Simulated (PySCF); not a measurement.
trans-(1R,2R)-1-ethenyl-2-methylcyclopropane (C₆H₁₀), SMILES C=C[C@H]1C[C@H]1C.

Geometry: B3LYP-D3(BJ)/def2-SVP. The values are those of a single conformer.

Two levels are set side by side: TDDFT-PBE/def2-SVPD (PySCF) and TDDFT-CAM-B3LYP/def2-SVPD (PySCF). Vertical, same geometry. The lowest singlet is HOMO→LUMO 74 %, HOMO−2→LUMO 16 % with PBE and HOMO→LUMO 93 % with the other functional; states are paired by order. Differences are taken from unrounded values.

| quantity | TDDFT-CAM-B3LYP | TDDFT-PBE | TDDFT-PBE minus TDDFT-CAM-B3LYP |
|---|---|---|---|
| lowest singlet excitation (eV) | 6.67 | 5.92 | -0.75 |
| lowest triplet excitation (TDA) (eV) | 4.20 | 4.24 | 0.04 |
| first bright state (f over 0.05) (eV) | 6.67 | 5.92 | -0.75 |
| its oscillator strength | 0.26 | 0.16 | -0.10 |

A lower first singlet is the usual sign of a functional without exact exchange. Differences between two approximate levels are no errors against the true value.

Rough cost on one machine, each run with all the roots and properties that it gave: TDDFT-CAM-B3LYP against TDDFT-PBE about 6 times.
